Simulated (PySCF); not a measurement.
CH9ClOSi3, SMILES [SiH3][Si@H](Cl)O[SiH2]C.

The structure is a stationary point at PBE-D3(BJ)/def2-SVP. The structure was generated by enumeration; whether it is a known compound was not checked. Other conformers were not sampled.

Method: PBE-D3(BJ)/def2-SVP run with PySCF.

Frequencies are harmonic and unscaled.

| mode | ν (cm⁻¹) | IR (km/mol) | moving atoms (share of kinetic energy) |
|---|---|---|---|
| 1 | 5 | 0.2 | H 39 %, Si 31 %, C 24 % |
| 2 | 26 | 0.7 | Si 27 %, Cl 21 %, C 18 %, O 17 %, H 17 % |
| 3 | 64 | 0.3 | Si 42 %, O 19 %, H 17 %, Cl 12 %, C 9 % |
| 4 | 100 | 0.9 | H 40 %, Si 26 %, Cl 24 %, O 9 % |
| 5 | 108 | 0.5 | H 71 %, Cl 13 %, Si 12 % |
| 6 | 153 | 0.8 | H 81 %, Si 15 % |
| 7 | 175 | 1.9 | Si 32 %, C 27 %, H 25 %, Cl 13 % |
| 8 | 183 | 6.4 | O 39 %, H 31 %, Si 22 % |
| 9 | 281 | 15.8 | O 42 %, Si 30 %, H 15 %, Cl 9 % |
| 10 | 392 | 3.7 | Si 60 %, H 22 %, Cl 11 % |
| 11 | 481 | 15.2 | H 79 %, Si 14 % |
| 12 | 482 | 19.5 | H 89 %, Si 9 % |
| 13 | 503 | 15.2 | H 62 %, Si 35 % |
| 14 | 525 | 48.9 | Si 55 %, Cl 26 %, H 15 % |
| 15 | 592 | 16.5 | Si 46 %, H 27 %, O 14 %, C 9 % |
| 16 | 690 | 4.7 | H 45 %, C 29 %, Si 20 % |
| 17 | 705 | 12.1 | H 82 %, Si 9 % |
| 18 | 743 | 46.4 | H 55 %, C 24 %, Si 20 % |
| 19 | 747 | 251.5 | H 88 %, Si 10 % |
| 20 | 794 | 277.2 | H 82 %, Si 13 % |
| 21 | 842 | 27.1 | H 86 %, Si 13 % |
| 22 | 851 | 47.9 | H 76 %, C 18 % |
| 23 | 897 | 63.3 | H 97 % |
| 24 | 899 | 58.2 | H 97 % |
| 25 | 907 | 180.4 | H 83 %, Si 13 % |
| 26 | 936 | 168.1 | H 88 %, Si 9 % |
| 27 | 1026 | 436.0 | O 75 %, Si 19 % |
| 28 | 1220 | 32.8 | H 78 %, C 22 % |
| 29 | 1377 | 4.1 | H 96 % |
| 30 | 1383 | 3.0 | H 96 % |
| 31 | 2146 | 60.1 | H 97 % |
| 32 | 2151 | 86.5 | H 98 % |
| 33 | 2168 | 58.1 | H 96 % |
| 34 | 2170 | 138.0 | H 97 % |
| 35 | 2173 | 25.9 | H 96 % |
| 36 | 2183 | 147.0 | H 96 % |
| 37 | 2979 | 0.8 | H 97 % |
| 38 | 3080 | 2.2 | H 91 %, C 9 % |
| 39 | 3087 | 1.4 | H 91 %, C 9 % |
